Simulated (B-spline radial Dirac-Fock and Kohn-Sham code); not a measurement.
Pr³⁺: eigenvalues, ΔSCF and the reference

System: the Pr³⁺ ion, [Xe] 4f2.

The density-functional columns are spherical, spin-unpolarised Dirac-Kohn-Sham results without Breit or QED terms: −ε is minus the orbital energy of the initial state and ΔSCF the difference of two total energies. The reference in the last column comes from relaxed Dirac-Fock hole states (ΔSCF) with Breit and QED corrections and a finite nucleus. All numbers are from an atomic code on a B-spline grid, in eV; a selection of levels is shown. For the 1s level of heavy atoms much of the gap between ΔSCF and the reference is the Breit and QED part, -165.0 eV here; for other levels the error of the functional can be larger.

```
     level   LDA −ε  LDA ΔSCF   PBE −ε  PBE ΔSCF  Dirac-Fock
    K (1s)  41762.1   42176.7  41804.3   42220.0     42024.1
   L1 (2s)   6742.6    6819.1   6748.1    6824.4      6877.2
L2 (2p1/2)   6377.2    6473.1   6379.4    6475.2      6477.4
L3 (2p3/2)   5895.6    5983.5   5897.2    5985.0      6001.0
   M1 (3s)   1478.9    1504.7   1480.5    1506.2      1546.8
M2 (3p1/2)   1323.1    1350.1   1323.7    1350.6      1377.3
M3 (3p3/2)   1227.7    1253.4   1228.1    1253.7      1281.1
M4 (3d3/2)    954.7     983.9    954.4     983.7       988.6
M5 (3d5/2)    934.1     962.9    933.8     962.6       968.5
   N1 (4s)    318.0     330.3    318.7     330.9       349.8
N2 (4p1/2)    259.7     271.7    259.9     271.9       284.4
N3 (4p3/2)    238.9     250.6    239.2     250.9       263.7
N4 (4d3/2)    142.7     153.9    142.6     153.8       154.4
N5 (4d5/2)    139.0     150.1    139.0     150.0       150.8
 N6,7 (4f)    30.11     39.30    29.77     38.94       36.03
   O1 (5s)    65.75     72.72    65.51     72.46       74.94
O2 (5p1/2)    49.40     55.87    49.17     55.62       54.37
O3 (5p3/2)    46.21     52.46    46.04     52.27       51.16
```

Q: Order the estimates of the K (1s) level by their distance from the Dirac-Fock value, nearest first.
A. LDA ΔSCF
B. PBE ΔSCF
C. PBE −ε
D. LDA −ε

A: A (152.6 eV), B (196.0 eV), C (219.8 eV), D (261.9 eV).

Values without a named source are computed, but for edge energies of neutral atoms, which are taken from tables.
